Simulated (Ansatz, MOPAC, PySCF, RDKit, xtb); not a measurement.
Complex: SiH4 (SMILES [SiH4]) (first 5 atoms) with C2H6 (SMILES CC); geometry from B3LYP-D3(BJ)/def2-TZVP, rigid monomers moved along the line of their centres of mass till Si1···C7 is 3.39 Å.
(charge 0, multiplicity 1):
```xyz
13

Si    -0.2623    -0.0583     0.2181
H     -0.0498     1.2741     0.8257
H     -1.6462    -0.5091     0.4846
H      0.6944    -1.0238     0.8031
H     -0.0438     0.0266    -1.2440
C      0.8467     0.2472     3.7879
C     -0.6010    -0.1926     3.5924
H      1.3430     0.4168     2.8306
H      1.4212    -0.5084     4.3274
H      0.9051     1.1762     4.3584
H     -1.1766     0.5627     3.0535
H     -1.0978    -0.3619     4.5497
H     -0.6605    -1.1226     3.0235
```

Interaction energies are E(AB) − E(A) − E(B) at the monomers' geometry in the complex; basis-set methods are counterpoise corrected. RDKit's UFF carries no charges.

The state reached by PM6 isn't checked.

Programs: Ansatz (Gaussian basis) for Hartree–Fock, density functionals and correlated methods; MOPAC for PM6 (differences of heats of formation); PySCF for the dispersion terms; RDKit for the force fields; xtb for the GFN methods. Each number belongs to the level named beside it.

### Question
One of these levels gives -0.06 kcal/mol for the interaction energy. Name it.
A. UFF
B. PM6
C. GFN1-xTB
D. PBE-D4/def2-TZVPPD

### Answer
A, UFF. The others give 1.03 (PM6), -2.23 (GFN1-xTB), -0.66 (PBE-D4/def2-TZVPPD)

Ansatz is an electronic-structure program.
